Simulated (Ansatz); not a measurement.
Computed with Ansatz on PBE0-D4/def2-TZVP structures; ΔE is electronic, products minus reactants. CCSD(T)/CBS adds triple-zeta CCSD(T) − MP2 to the extrapolated MP2 energy (def2 sets, frozen cores). This one scheme is used for every species. Functionals use def2-TZVPP. Each species was taken in one conformer, which may not be the lowest.

`FC[SiH2]O[SiH3]` + H₂S → `[SiH3]O[SiH2]S` + `CF`  (ligand exchange at the Si–C bond)

```csv
species,PBE energy (Eh)
`FC[SiH2]O[SiH3]`,-796.00558
H₂S,-399.22783
`[SiH3]O[SiH2]S`,-1055.61766
`CF`,-139.64757
```

**Question.** Work out ΔE.

**Answer.** ΔE = (-1055.61766) + (-139.64757) − (-796.00558) − (-399.22783) = -0.03182 Eh = -0.87 eV. CCSD(T)/CBS gives -0.88 eV.

Largest T1 diagnostic among the species: 0.011.
